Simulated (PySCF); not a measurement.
Ligands exchanged one at a time, Al Br-SH. All species are isolated molecules in the gas phase. One relaxed conformer stands for each flexible species; it need not be the lowest. Strings in code marks are SMILES.

The HOMO from two functionals at the same geometries (B3LYP-D3(BJ)/def2-TZVP), both in PySCF: PBE-D3(BJ)/def2-TZVP and ωB97X-D3(BJ)/def2-TZVP. 

```
species                                                                 PBE-D3(BJ)/def2-TZVP (eV)  ωB97X-D3(BJ)/def2-TZVP (eV)
----------------------------------------------------------------------  -------------------------  ---------------------------
0 of 3 Br replaced by SH (`[Br][Al]([Br])[Br]`)                                             -7.36                       -11.03
1 of 3 Br replaced by SH (`[Br][Al]([SH])[Br]` (H–S–Al–Br torsion 0°))                      -6.98                       -10.63
2 of 3 Br replaced by SH                                                                    -6.68                       -10.31
3 of 3 Br replaced by SH (`[SH][Al]([SH])[SH]`)                                             -6.51                       -10.14
```

Over these rows, drawn at random from the members with no instability flagged (it was tested for open shells, ions and some series alone), PBE minus ωB97X-D3(BJ): mean +3.64 eV, from +3.63 eV to +3.67 eV.
